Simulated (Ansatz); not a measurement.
The cluster Zr3O4⁺, relaxed as a doublet with UKS PBE0-D4/def2-SVP in Ansatz, starting from the GFN2-xTB geometry. Force threshold 0.02 eV/Å.

In the def2 sets Zr takes a core potential; there is no spin–orbit coupling. The charge 1 doublet is spin-contaminated (final ⟨S²⟩ up to 1.76, 0.75 for a pure state). The relaxation made no stability test and no search for a lower SCF solution. No other spin state of charge 1 was run. Another isomer (doublet) lies 1.29 eV lower at PBE0-D4/def2-TZVP; other spin states weren't run for this one.

Start:

```xyz
7

Zr    1.835   -1.266    2.384
Zr    0.112   -0.105   -0.004
Zr   -1.730    1.236   -1.995
O    -0.075    0.557    1.656
O     1.521   -1.447    0.493
O     0.107    1.419   -1.527
O    -1.769   -0.395   -1.007
```

```json
{"step": "1", "energy (eV)": "-12014.2326", "largest force component (eV/Å)": "2.126", "SCF passes": "40"}
{"step": "2", "energy (eV)": "-12014.9996", "largest force component (eV/Å)": "1.377", "SCF passes": "42"}
{"step": "3", "energy (eV)": "-12015.3089", "largest force component (eV/Å)": "1.023", "SCF passes": "44"}
{"step": "4", "energy (eV)": "-12015.3155", "largest force component (eV/Å)": "0.953", "SCF passes": "43"}
{"step": "5 (rejected)", "energy (eV)": "-12015.2157", "largest force component (eV/Å)": "1.803", "SCF passes": "52"}
{"step": "6", "energy (eV)": "-12015.3552", "largest force component (eV/Å)": "0.163", "SCF passes": "40"}
{"step": "7", "energy (eV)": "-12015.3576", "largest force component (eV/Å)": "0.085", "SCF passes": "43"}
{"step": "8", "energy (eV)": "-12015.3593", "largest force component (eV/Å)": "0.099", "SCF passes": "42"}
{"step": "9 (rejected)", "energy (eV)": "-12015.3520", "largest force component (eV/Å)": "0.396", "SCF passes": "44"}
{"step": "10", "energy (eV)": "-12015.3605", "largest force component (eV/Å)": "0.088", "SCF passes": "41"}
{"step": "11", "energy (eV)": "-12015.3606", "largest force component (eV/Å)": "0.029", "SCF passes": "43"}
{"step": "12", "energy (eV)": "-12015.3607", "largest force component (eV/Å)": "0.005", "SCF passes": "39"}
```

Force components are those of the run's own axes.

End:

```xyz
7

Zr    1.647   -1.073    2.297
Zr    0.069   -0.069    0.003
Zr   -1.644    1.104   -2.166
O     0.210    0.300    1.840
O     1.459   -1.407    0.414
O     0.029    1.436   -1.438
O    -1.771   -0.290   -0.950
```

By distances, no bond broke or formed. The bond that changes most is Zr1–O4, from 2.74 to 2.04 Å (atoms count from 1).

No frequencies were taken in this run, so the end may be a saddle point.

Run time 76 s (4 threads of Arm Neoverse V1 on a shared host).
